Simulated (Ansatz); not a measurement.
Consider the ligand exchange at a Ge–S bond: `[SiH3][S][GeH3]` + CH₃SH → `C[S][GeH3]` + `[SiH3]S`.

Gas-phase electronic energies from Ansatz, PBE0-D4/def2-TZVP geometries. CCSD(T)/CBS adds triple-zeta CCSD(T) − MP2 to the extrapolated MP2 energy (def2 sets, frozen cores). This one scheme is used for every species. DFT in def2-TZVPP. HSE06 is defined as in plane-wave codes. For Ge outer-core shells are correlated without core-valence functions, which leaves a few kJ/mol of doubt a bond. Scalar relativity is left out up to krypton.

**Question.** Is it downhill or uphill in electronic energy at CCSD(T)/CBS, and by how much? (Estimate.)

**Answer.** The calculation gave: Uphill: ΔE = +7.8 kJ/mol.

**Question.** What do these levels give: HSE06-D4, ωB97M-V, r2SCANh, HSE06, CCSD/def2-SVP, CCSD/def2-TZVPP? (An estimate is asked.)

**Answer.** Computed: HSE06-D4 7.7, ωB97M-V 7.4, r2SCANh 6.7, HSE06 6.6, CCSD/def2-SVP 7.6, CCSD/def2-TZVPP 7.3 kJ/mol.

**Question.** What do rigid-rotor, harmonic-oscillator terms from PBE0-D4/def2-TZVP frequencies (298.15 K, 1 bar) make of the CCSD(T)/CBS value? (Estimate.)

**Answer.** The calculation gave: ΔZPE = -0.8 kJ/mol, ΔH = +6.5 kJ/mol, ΔS = -8 J/(mol·K), ΔG = +9.0 kJ/mol. Modes under 50 cm⁻¹ make the entropy rough.

Largest T1 diagnostic among the species: 0.011.

Leaving LDA and LC-ωPBE aside and taking each functional with its dispersion term where it has one, the values, not all of them listed here, spread over 3.1 kJ/mol, from BLYP-D4 to BHLYP-D4.
